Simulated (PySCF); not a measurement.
Ga(Me)3(NH3), C3H12GaN, singlet at its GFN2-xTB optimised geometry (Å):

```
17

Ga    -0.2160     0.0273     0.0000
C     -1.1896     1.8177     0.0000
H     -2.2359     1.7200     0.3064
H     -1.1985     2.2694    -0.9961
H     -0.7176     2.5456     0.6674
C     -1.1896    -1.6100    -0.7243
H     -2.2348    -1.6468    -0.4011
H     -0.7151    -2.5456    -0.4119
H     -1.2021    -1.6179    -1.8179
C      1.8219     0.0273     0.0000
H      2.2228     0.2411    -0.9949
H      2.2359    -0.9402     0.3009
H      2.2359     0.7860     0.6717
N     -0.4918    -0.4334     2.1805
H     -0.0568    -1.3214     2.4146
H     -1.4806    -0.4897     2.4082
H     -0.0706     0.2923     2.7539
```

Calculation: CAM-B3LYP/def2-SVP (PySCF 2.14.0). Cells within 0.4 Å of a nucleus heavier than hydrogen are left out (blank, or x).

Map of the deformation density (molecule minus spherical neutral atoms) (e/bohr³) on the plane z = 0.0 Å:

```
|222222222222222222222222222|
|222222222222222222222222222|
|222222222222222222222222222|
|222222222222222222222222222|
|222222222111122222222222222|
|222222211111112222222222222|
|222222111123211222222222222|
|222221123255211222222222222|
|222221159xx4111122222222222|
|2222211497x8321111111222222|
|222221123378522211121122222|
|222222111245222221342122222|
|222222211221x02565x41112222|
|222222211221xx069xx31112222|
|222222211221002455972112222|
|222222111244222223993122222|
|222221123345321112331122222|
|222221124213221111111122222|
|222221123223211222112222222|
|222222111134211222222222222|
|222222211122112222222222222|
|222222221111112222222222222|
|222222222221122222222222222|
|222222222222222222222222222|
|222222222222222222222222222|
|222222222222222222222222222|
|222222222222222222222222222|
```
Scale: ten equal steps from -0.017 (start of '0') to 0.056 (end of '9'), in the order '0123456789'; x runs from -5.00 to 5.00, y from -5.00 (bottom) to 5.00 (top).
